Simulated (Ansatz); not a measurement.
**Which is lower?**

Two relaxed structures of Al₂H₂O₂, singlet (PBE0-D4/def2-TZVP; forces vanish, vibrations not checked).

A:

| atom | x (Å) | y (Å) | z (Å) |
| --- | --- | --- | --- |
| O1 | -0.1153 | -0.9858 | -2.1068 |
| Al2 | -0.8174 | -0.1886 | -0.7898 |
| O3 | 0.0736 | 0.1842 | 0.5966 |
| Al4 | 0.8979 | 0.5931 | 2.0198 |
| H5 | 0.7996 | -1.2600 | -2.1346 |
| H6 | -2.3356 | 0.1890 | -0.9148 |

B:

```csv
atom,x (Å),y (Å),z (Å)
O1,-0.8420,0.5776,-0.6328
Al2,0.2550,-0.7121,-1.0119
O3,0.9547,-0.7169,0.5759
Al4,-0.1434,0.5718,0.9555
H5,0.5169,-1.5556,-2.3048
H6,-0.4051,1.4157,2.2482
```

Ansatz 0.2.0; basis: def2-TZVPP; cores frozen in the correlated methods. B3LYP uses VWN-RPA correlation.

Task: Which structure is lower at CCSD(T), and by how much? (An estimate is asked for; the value comes from the calculation.)

Result: By the calculation: B, by 3.57 kcal/mol (electronic energy, against the other). By their contacts, A is Al₂H₂O₂ ([OH][AlH][O][Al]) and B is Al₂H₂O₂ ([O]1[AlH]2[O][AlH]12).

Task: Do the other methods give the same order? (A judgement: the text doesn't fix the answer.)

Result: Computed: Not all: HF gives the other order.

```json
{"method": "PBE-D4", "E(B) − E(A) (kcal/mol)": "-4.23"}
{"method": "r2SCAN-D4", "E(B) − E(A) (kcal/mol)": "-9.34"}
{"method": "PBE0-D4", "E(B) − E(A) (kcal/mol)": "-4.29"}
{"method": "B3LYP-D4", "E(B) − E(A) (kcal/mol)": "-1.70"}
{"method": "wB97M-V", "E(B) − E(A) (kcal/mol)": "-3.31"}
{"method": "HF", "E(B) − E(A) (kcal/mol)": "0.87"}
{"method": "MP2", "E(B) − E(A) (kcal/mol)": "-7.27"}
{"method": "CCSD", "E(B) − E(A) (kcal/mol)": "-2.35"}
{"method": "CCSD(T)", "E(B) − E(A) (kcal/mol)": "-3.57"}
```

The T1 diagnostic stays at or below 0.016.

Labels in which every atom is bracketed show which atoms are joined, not bond orders.

For scale, one of the runs: CCSD(T)/def2-TZVPP, 174 basis functions, launched by `ansatz run in.yaml --threads 2 --pin off --events-out ev --progress --plain --max-ram 4352MiB`. Time: 30 s of wall clock on 2 CPU threads of an Arm Neoverse V1; the host was shared. Peak host memory: 1.4 GiB.
